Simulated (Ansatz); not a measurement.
Molecule: C7H15 (charge 0, doublet). It need not be the lowest isomer of its formula. 
Structure (B3LYP-D3(BJ)/def2-TZVP (Ansatz, a first-principles code) minimum search):
```
C
H 1 1.0856
C 1 1.4938 2 117.59
H 3 1.0976 1 108.65 2 -139.82
C 1 1.4948 2 117.48 3 167.42
H 5 1.1040 1 108.18 2 -95.16
C 3 1.5296 4 107.78 1 -120.78
H 7 1.0914 3 111.10 4 61.47
H 7 1.0917 8 108.18 3 122.27
H 7 1.0933 8 107.89 9 116.36
C 5 1.5310 6 107.04 1 -119.78
H 11 1.0917 5 111.11 6 -58.08
H 11 1.0918 12 108.03 5 -122.12
H 11 1.0927 12 108.02 13 -116.46
C 5 1.5355 6 106.54 1 121.72
H 15 1.0905 5 111.91 6 -59.30
H 15 1.0917 16 107.73 5 -121.59
H 15 1.0927 16 107.94 17 -116.51
C 3 1.5426 4 106.64 1 120.43
H 19 1.0909 3 111.49 4 -60.91
H 19 1.0925 20 107.92 3 121.53
H 19 1.0925 20 108.01 21 116.72
```
Charge 0, spin multiplicity 2.

Total electronic energies in hartree. Cores are frozen in the correlated levels unless marked. Open shells are spin-unrestricted. Spin-orbit coupling is left out. Non-relativistic. Basis-set limits of correlation are two-point, X^-3; Hartree-Fock from the larger set. [CCSD(T)-MP2]/basis is that difference in the basis named.

```tsv
level	program	energy (Eh)
HF/cc-pVDZ	Ansatz	-273.79165
HF/cc-pVTZ	Ansatz	-273.86691
HF/cc-pVQZ	Ansatz	-273.88413
BLYP-D4/def2-TZVPD	Ansatz + dftd4	-275.68320
BLYP/def2-TZVPD	Ansatz	-275.64484
revPBE-D3(BJ)/def2-TZVPD	Ansatz + dftd3	-275.77755
revPBE/def2-TZVPD	Ansatz	-275.73001
B3LYP/def2-TZVPD	Ansatz	-275.83778
r2SCAN0/def2-TZVPD	Ansatz	-275.63202
CAM-B3LYP/def2-TZVPD	Ansatz	-275.65635
LC-wPBE-D3(BJ)/def2-TZVPD	Ansatz + dftd3	-275.67624
LC-wPBE-D4/def2-TZVPD	Ansatz + dftd4	-275.67834
B2PLYP/def2-TZVPD	Ansatz	-275.53972
MP2/cc-pVTZ	Ansatz	-275.07524
RI-MP2/cc-pVQZ	Ansatz	-275.16589
RI-MP2/CBS(cc-pVTZ,cc-pVQZ)	Ansatz	-275.2199
SCS-MP2/6-31G*	Ansatz	-274.66487
SCS-MP2/cc-pVDZ	Ansatz	-274.78103
CCSD/6-31G	Ansatz	-274.37412
CCSD/cc-pVTZ	Ansatz	-275.15655
CCSD(T)/STO-3G	Ansatz	-271.02696
CCSD(T)/cc-pVDZ	Ansatz	-274.91305
RI-MP2/CBS(cc-pVTZ,cc-pVQZ)+[CCSD(T)-MP2]/cc-pVTZ	Ansatz	-275.3521
```

Totals of different functionals don't rank their quality; only differences between species are comparable.
